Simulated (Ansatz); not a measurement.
Species: CH₅S₂Si, net charge 0, doublet state. It need not be the lowest isomer of its formula. 
Geometry from a B3LYP-D3(BJ)/def2-TZVP (Ansatz, a program for electronic structure) optimisation:
SMILES: S[Si](C)S
```xyz
9

C     -2.0606    -0.3335     0.1833
Si    -0.2925    -0.3118    -0.4540
S      0.8758    -1.2865     1.0686
S      0.4404     1.6826    -0.8570
H     -2.7285     0.1128    -0.5538
H     -2.1336     0.2429     1.1091
H     -2.3863    -1.3564     0.3797
H      2.0601    -1.0039     0.5004
H      0.5876     2.0338     0.4356
```
Charge 0, spin multiplicity 2.

Basis-set convergence of Hartree-Fock and CCSD correlation energies (hartree) with Ansatz. Correlated levels leave the core frozen unless marked. UHF or UKS for open shells. No spin-orbit coupling. Non-relativistic.

```csv
basis,functions,E(HF),"E(corr, CCSD)"
cc-pV(D+d)Z,108,-1124.82699,-0.55409
cc-pV(T+d)Z,217,-1124.88339,-0.69037
cc-pV(Q+d)Z,397,-1124.89591,-0.73353
```

Extrapolating the two largest sets (X = 3 and 4) as X^-3: E(corr) = (64·(-0.73353) - 27·(-0.69037))/37 = -0.7650 Eh, an estimate of the basis-set limit. The largest set recovers 95.9 % of it, the smallest 72.4 %.
